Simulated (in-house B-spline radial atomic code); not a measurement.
RPA and G0W0 for Sc3+, [Ne] 3s2 3p6, as one setting changes: the share of exact exchange in the PBE hybrid start. A dash marks a level of low quasi-particle weight. Computed with an all-electron radial atomic-structure program (B-spline basis): all electrons, scalar-relativistic (spin-free one-electron X2C), finite nucleus, each spin shell either full or empty, empty states to l = 9 with an (l + 1/2)⁻⁴ tail; G0W0 by contour deformation at full frequency.

```
share of exact exchange in the PBE hybrid start  mean-field level (eV)  G0W0 level (eV)  RPA correlation (Eh)
                                              0                 -64.59        3p -73.49               -1.1894
                                            0.1                      ?                ?                     ?
                                            0.2                 -66.66        3p -73.65                -1.156
                                            0.3                 -67.70        3p -73.72               -1.1406
                                            0.4                 -68.74        3p -73.78               -1.1259
                                            0.5                      ?                ?                     ?
                                            0.6                 -70.82        3p -73.88               -1.0984
                                            0.7                 -71.85        3p -73.92               -1.0855
                                            0.8                 -72.89        3p -73.96               -1.0731
                                            0.9                 -73.93        3p -73.99               -1.0612
                                              1                 -74.97        3p -74.02               -1.0497
```

(1) What belongs in the row for 0.1?

(2) What belongs in the row for 0.5?

(3) At what share of exact exchange does G0W0 leave the highest level unchanged?

Results:

(1) mean-field level (eV): -65.63; G0W0 level (eV): 3p -73.58; RPA correlation (Eh): -1.1723.

(2) mean-field level (eV): -69.78; G0W0 level (eV): 3p -73.83; RPA correlation (Eh): -1.1118.

(3) Near 0.91, where the shift changes sign (-0.061 eV at 0.9, +0.947 eV at 1).
